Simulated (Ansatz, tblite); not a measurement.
Isomers of K3H3 (singlet), found by a short tight-binding search and relaxed with PBE-D4/def2-TZVP in Ansatz.

The xTB rows come from tblite. Correlated methods freeze 15 core orbitals; core or outer-core shells of K are correlated, in sets that lack core-valence functions.

A further structure is left out (at the level of its geometry, restricted singlet, unstable towards broken spin symmetry at other levels and untested here); at PBE0-D4/def2-TZVP its energy lies 0.30 eV above the lowest shown.

Other spin states weren't relaxed.

A:

Cartesian coordinates in Å:
```
K -1.299 -1.472 -1.940
K -0.957 0.827 1.087
K 2.737 0.230 0.308
H -2.705 -0.270 -0.368
H 1.356 1.443 1.894
H 0.868 -0.757 -0.981
```

B:

```xyz
6

K     1.276    1.075    1.853
K     1.106   -1.697   -1.456
K    -2.381    0.621   -0.397
H     2.331   -0.588    0.372
H    -1.081    1.653    1.425
H    -1.250   -1.063   -1.797
```

Estimate which lies lowest at each level, and how far above it the others are (kJ/mol).


| level | A | B |
| --- | --- | --- |
| GFN1-xTB | 9.5 | 0.0 |
| GFN2-xTB | 0.0 | 1.6 |
| HF/def2-TZVPP | 9.9 | 0.0 |
| PBE-D4/def2-TZVP | 5.0 | 0.0 |
| BLYP-D4/def2-TZVP | 5.0 | 0.0 |
| r2SCAN-D4/def2-TZVP | 4.9 | 0.0 |
| PBE0-D4/def2-TZVP | 5.4 | 0.0 |
| PBE-QIDH/def2-TZVP | 7.3 | 0.0 |
| MP2/def2-TZVPP | 7.8 | 0.0 |
| CCSD/def2-TZVPP | 8.5 | 0.0 |
| CCSD(T)/def2-TZVPP | 8.2 | 0.0 |
Point groups (tolerance 0.1 Å): A C2v, B D3h. Lower isomers may exist.
